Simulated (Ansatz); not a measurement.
Two isomers of Cl2F2H2Si2: A = `F[Si](F)(Cl)[SiH2]Cl`, B = `F[SiH](F)[SiH](Cl)Cl`.

Computed with Ansatz on PBE0-D4/def2-TZVP structures; ΔE is electronic, products minus reactants. CCSD(T)/CBS adds triple-zeta CCSD(T) − MP2 to the extrapolated MP2 energy (def2 sets, frozen cores). Functionals use def2-TZVPP. B3LYP here is the variant with VWN-RPA as its local correlation; programs differ in this. One conformer a species, not always the lowest.

A:

Z-matrix (Å, degrees):
```
Si
F 1 1.585
Cl 1 2.028 2 108.3
F 1 1.583 2 106.8 3 -116.3
Si 1 2.336 2 110.5 3 122.6
Cl 5 2.051 1 107.3 2 -178.1
H 5 1.482 1 109.8 2 -59.5
H 5 1.482 1 110.8 2 62.7
```

B:

Z-matrix (Å, degrees):
```
Si
F 1 1.589
Si 1 2.346 2 109.1
F 1 1.589 2 107.4 3 118.1
H 1 1.479 2 108.5 3 -124.7
Cl 3 2.047 1 107.4 2 -62.4
Cl 3 2.047 1 107.4 2 179.5
H 3 1.479 1 115.7 2 58.5
```

Which is lower in electronic energy at CCSD(T)/CBS, and by how much? (Best estimate.)

The calculation gave: A, by 3.1 kcal/mol.

Give E(B) − E(A) in kcal/mol with PBE0-D4, PBE-D4, CCSD(T)/def2-SVP, B2PLYP, CCSD/def2-TZVPP, LDA (SPW92), B3LYP. (Best estimate.)

Ansatz gave: PBE0-D4 3.3, PBE-D4 3.2, CCSD(T)/def2-SVP 3.4, B2PLYP 3.0, CCSD/def2-TZVPP 3.3, LDA (SPW92) 3.7, B3LYP 2.9. None reverses the order clearly.

Does the order hold for the free energy at 298.15 K (harmonic terms from PBE0-D4)? (An estimate is asked.)

Ansatz gave: Yes: G(B) − G(A) = +3.1 kcal/mol, for one conformer each. Modes under 60 cm⁻¹, often nearly free rotors, make the harmonic entropy too high.

Largest T1 diagnostic: 0.011.

Leaving LDA and LC-ωPBE aside and taking each functional with its dispersion term where it has one, the values, not all of them listed here, spread over 1.0 kcal/mol, from BLYP-D4 to B97M-V.
